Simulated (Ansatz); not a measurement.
`O[SiH2][SiH](O)O` and `O[SiH](O)N[SiH3]` differ in one atom or group.

Ansatz, PBE0-D4/def2-TZVP geometries, multiplicity 1. Each molecule was computed in one conformer, which needn't be the lowest.

| property | `O[SiH2][SiH](O)O` |
| --- | --- |
| LUMO energy (PBE0/def2-TZVPP) / eV | -0.45 |
| size of the dipole moment (B3LYP/def2-TZVPP) / D | 2.09 |
| HOMO energy (PBE0/def2-TZVPP) / eV | -7.71 |
| HOMO energy (PBE/def2-TZVPP) / eV | -6.45 |
| HOMO–LUMO gap (ωB97M-V/def2-TZVPP) / eV | 11.04 |
| HOMO–LUMO gap (PBE/def2-TZVPP) / eV | 5.14 |

What does the change do to each property? (An estimate is asked.)

The calculation gave: 
```tsv
property	`O[SiH](O)N[SiH3]`	shift
LUMO energy (PBE0/def2-TZVPP) / eV	0.39	0.84
size of the dipole moment (B3LYP/def2-TZVPP) / D	0.72	-1.37
HOMO energy (PBE0/def2-TZVPP) / eV	-7.64	0.07
HOMO energy (PBE/def2-TZVPP) / eV	-6.27	0.18
HOMO–LUMO gap (ωB97M-V/def2-TZVPP) / eV	11.83	0.79
HOMO–LUMO gap (PBE/def2-TZVPP) / eV	5.81	0.67
```

With PBE0 the HOMO rises by 0.07 eV and the LUMO rises by 0.84 eV, so the gap widens by about 0.77 eV. PBE moves the HOMO by 0.18 eV and ωB97M-V by -0.15 eV. Dipoles are sizes alone; their direction can turn.

Positive LUMOs are unbound, so they and the gaps depend on the basis.

B3LYP here is the variant with VWN-RPA as its local correlation; programs differ in this.
